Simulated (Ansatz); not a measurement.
Ansatz (a program for electronic structure) input:

Ansatz 0.2 input:
```yaml
crystal:
  periodic: [false, false, false]
  atoms:
    - {symbol: Ca, position_ang: [0.10792180, 0.18638018, 0.19141082]}
    - {symbol: F, position_ang: [-0.36809018, 1.21905622, -1.46141425]}
    - {symbol: F, position_ang: [0.12826395, -1.63323440, 1.03605687]}
basis:
  gaussian:
    orbitals: def2-SVPD
magnetization: {spin_polarized: false}
correlation: {method: ccsd_t, electrons: outside_noble_gas}
output: {forces: true}
```

Q: What final total energy does it print?

A: -876.00364 Eh (CCSD(T)/def2-SVPD). The basis has 73 functions.
